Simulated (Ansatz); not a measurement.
One change: `C[CH2][Sn][Br]` becomes `[CH3][Sn][Br]`.

Ansatz, PBE0-D4/def2-TZVP geometries, multiplicity 1. Each molecule was computed in one conformer, which needn't be the lowest.

Elements past krypton have def2 core potentials. Scalar relativity is left out up to krypton.

| property | `C[CH2][Sn][Br]` |
| --- | --- |
| LUMO energy (PBE/def2-TZVPP) / eV | -3.49 |
| size of the dipole moment (B3LYP/def2-TZVPP) / D | 2.88 |
| size of the dipole moment (ωB97M-V/def2-TZVPP) / D | 2.99 |
| HOMO–LUMO gap (PBE0/def2-TZVPP) / eV | 3.63 |
| HOMO energy (ωB97M-V/def2-TZVPP) / eV | -8.47 |
| HOMO–LUMO gap (PBE/def2-TZVPP) / eV | 1.92 |

Question: Give the same properties after the change, and the shifts. (Best estimate.)

Answer: Ansatz gave: 
| property | `[CH3][Sn][Br]` | shift |
| --- | --- | --- |
| LUMO energy (PBE/def2-TZVPP) / eV | -3.48 | 0.01 |
| size of the dipole moment (B3LYP/def2-TZVPP) / D | 2.90 | 0.02 |
| size of the dipole moment (ωB97M-V/def2-TZVPP) / D | 3.02 | 0.03 |
| HOMO–LUMO gap (PBE0/def2-TZVPP) / eV | 3.87 | 0.24 |
| HOMO energy (ωB97M-V/def2-TZVPP) / eV | -8.71 | -0.24 |
| HOMO–LUMO gap (PBE/def2-TZVPP) / eV | 2.16 | 0.24 |

The zero-point energy changes by -76.8 kJ/mol with -9 modes. Dipoles are sizes alone; their direction can turn.

B3LYP here is the variant with VWN-RPA as its local correlation; programs differ in this.

Spin–orbit coupling is left out; it splits and shifts lone-pair levels of the heavy atoms by tenths of an eV.
